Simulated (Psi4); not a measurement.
NO, doublet, at a GFN2-xTB geometry, atoms displaced at random by about 0.03 Å a coordinate; Psi4 1.11 with B3LYP/cc-pVDZ, gradient.

Here is a job for Psi4.
```
memory 2 GB

molecule mol {
0 2
N     0.040918   -0.015519   -0.607412
O    -0.001480   -0.028428    0.605697
symmetry c1
no_reorient
no_com
}

set {
  basis cc-pvdz
  reference uks
}

gradient('b3lyp')
print_variables()
```

Predict the main parts of the log of this Psi4 run.


```
gradient() will perform analytic gradient computation.

   => Loading Basis Set <=

    Name: CC-PVDZ
    Role: ORBITAL
    Keyword: BASIS

         ---------------------------------------------------------
                                   SCF
               by Justin Turney, Rob Parrish, Andy Simmonett
                          and Daniel G. A. Smith
                              UKS Reference
         ---------------------------------------------------------

  ==> Geometry <==

    Molecular point group: c1
    Full point group: C1

    Geometry (in Angstrom), charge = 0, multiplicity = 2:

       Center              X                  Y                   Z               Mass
    ------------   -----------------  -----------------  -----------------  -----------------
         N            0.040918000000    -0.015519000000    -0.607412000000    14.003074004430
         O           -0.001480000000    -0.028428000000     0.605697000000    15.994914619570

  Running in c1 symmetry.

  Rotational constants: A =    648.10075  B =      1.52582  C =      1.52224 [cm^-1]
  Rotational constants: A = 19429571.59912  B =  45742.98808  C =  45635.54843 [MHz]
  Nuclear repulsion =   24.411793940694828

  Charge       = 0
  Multiplicity = 2
  Electrons    = 15
  Nalpha       = 8
  Nbeta        = 7

  ==> Algorithm <==

  SCF Algorithm Type is DF.
  DIIS enabled.
  MOM disabled.
  Fractional occupation disabled.
  Guess Type is SAD.
  Energy threshold   = 1.00e-08
  Density threshold  = 1.00e-08
  Integral threshold = 1.00e-12

  ==> Primary Basis <==

  Basis Set: CC-PVDZ
    Blend: CC-PVDZ
    Number of shells: 12
    Number of basis functions: 28
    Number of Cartesian functions: 30
    Spherical Harmonics?: true
    Max angular momentum: 2

  ==> DFT Potential <==

   => LibXC <=

    Version 7.1.2
    S. Lehtola, C. Steigemann, M. J. T. Oliveira, and M. A. L. Marques,  SoftwareX 7, 1–5 (2018) (10.1016/j.softx.2017.11.002)

   => Composite Functional: B3LYP <=

    B3LYP Hyb-GGA Exchange-Correlation Functional

    P. J. Stephens, F. J. Devlin, C. F. Chabalowski, and M. J. Frisch,  J. Phys. Chem. 98, 11623 (1994) (10.1021/j100096a001)

    Deriv               =              1
    GGA                 =           TRUE
    Meta                =          FALSE

    Exchange Hybrid     =           TRUE
    MP2 Hybrid          =          FALSE

   => Exchange Functionals <=

    0.0800   Slater exchange
    0.7200         Becke 88

   => Exact (HF) Exchange <=

    0.2000               HF

   => Correlation Functionals <=

    0.1900   Vosko, Wilk & Nusair (VWN5_RPA)
    0.8100   Lee, Yang & Parr

   => LibXC Density Thresholds  <==

    XC_HYB_GGA_XC_B3LYP:  1.00E-15

   => Molecular Quadrature <=

    Radial Scheme          =       TREUTLER
    Pruning Scheme         =           NONE
    Nuclear Scheme         =       TREUTLER

    Blocking Scheme        =         OCTREE
    BS radius alpha        =              1
    Pruning alpha          =              1
    Radial Points          =             75
    Spherical Points       =            302
    Total Points           =          42121
    Total Blocks           =            376
    Max Points             =            254
    Max Functions          =             28
    Weights Tolerance      =       1.00E-15

   => Loading Basis Set <=

    Name: (CC-PVDZ AUX)
    Role: JKFIT
    Keyword: DF_BASIS_SCF

  ==> Integral Setup <==

  SCF_SUBTYPE=INCORE selected. In-core MEM_DF algorithm will be used.
  Using in-core AOs.

  ==> MemDFJK: Density-Fitted J/K Matrices <==

    J tasked:                   Yes
    K tasked:                   Yes
    wK tasked:                   No
    Algorithm:                 Core
    Schwarz Cutoff:           1E-12
    Mask sparsity (%):       0.0000
    Fitting Condition:        1E-10

   => Auxiliary Basis Set <=

  Basis Set: (CC-PVDZ AUX)
    Blend: CC-PVDZ-JKFIT
    Number of shells: 48
    Number of basis functions: 140
[...]
  @DF-UKS Final Energy:  -129.89470694185684
    Total Energy =                       -129.8947069418568390
[...]
 Dipole Y            :          0.6353385           -0.6350557            0.0002828
 Dipole Z            :         -1.1484933            1.1219153           -0.0265781
 Magnitude           :                                                    0.0265958

 ------------------------------------------------------------------------------------

         ------------------------------------------------------------
                                   SCF GRAD
                          Rob Parrish, Justin Turney,
                       Andy Simmonett, and Alex Sokolov
         ------------------------------------------------------------

  ==> Geometry <==

    Molecular point group: c1
    Full point group: C1

    Geometry (in Angstrom), charge = 0, multiplicity = 2:

       Center              X                  Y                   Z               Mass
    ------------   -----------------  -----------------  -----------------  -----------------
         N            0.040918000000    -0.015519000000    -0.607412000000    14.003074004430
         O           -0.001480000000    -0.028428000000     0.605697000000    15.994914619570

  Nuclear repulsion =   24.411793940694828

  ==> Basis Set <==

  Basis Set: CC-PVDZ
    Blend: CC-PVDZ
    Number of shells: 12
    Number of basis functions: 28
    Number of Cartesian functions: 30
    Spherical Harmonics?: true
    Max angular momentum: 2

  ==> DFJKGrad: Density-Fitted SCF Gradients <==

    Gradient:                    1
    J tasked:                  Yes
    K tasked:                  Yes
    wK tasked:                  No
    Integrals threads:           1
    Schwarz Cutoff:          1E-12
    Fitting Condition:       1E-10

   => Auxiliary Basis Set <=

  Basis Set: (CC-PVDZ AUX)
    Blend: CC-PVDZ-JKFIT
    Number of shells: 48
    Number of basis functions: 140
    Number of Cartesian functions: 162
    Spherical Harmonics?: true
    Max angular momentum: 3

  ==> DFT Potential <==

   => LibXC <=

    Version 7.1.2
    S. Lehtola, C. Steigemann, M. J. T. Oliveira, and M. A. L. Marques,  SoftwareX 7, 1–5 (2018) (10.1016/j.softx.2017.11.002)

   => Composite Functional: B3LYP <=

    B3LYP Hyb-GGA Exchange-Correlation Functional

    P. J. Stephens, F. J. Devlin, C. F. Chabalowski, and M. J. Frisch,  J. Phys. Chem. 98, 11623 (1994) (10.1021/j100096a001)

    Deriv               =              1
    GGA                 =           TRUE
    Meta                =          FALSE

    Exchange Hybrid     =           TRUE
    MP2 Hybrid          =          FALSE

   => Exchange Functionals <=

    0.0800   Slater exchange
    0.7200         Becke 88

   => Exact (HF) Exchange <=

    0.2000               HF

   => Correlation Functionals <=

    0.1900   Vosko, Wilk & Nusair (VWN5_RPA)
    0.8100   Lee, Yang & Parr

   => LibXC Density Thresholds  <==

    XC_HYB_GGA_XC_B3LYP:  1.00E-15

   => Molecular Quadrature <=

    Radial Scheme          =       TREUTLER
    Pruning Scheme         =           NONE
    Nuclear Scheme         =       TREUTLER

    Blocking Scheme        =         OCTREE
    BS radius alpha        =              1
    Pruning alpha          =              1
    Radial Points          =             75
    Spherical Points       =            302
    Total Points           =          42121
    Total Blocks           =            376
    Max Points             =            254
    Max Functions          =             28
    Weights Tolerance      =       1.00E-15

  -Total Gradient:
     Atom            X                  Y                   Z
    ------   -----------------  -----------------  -----------------
       1        0.003577167281     0.001089146951    -0.102351380341
       2       -0.003577096002    -0.001089125248     0.102349340853

  Variable Map:
  ----------------------------------------------------------------------------
[...]
  Array Variable Map:
  ----------------------------------------------------------------------------
[...]
[...]
```
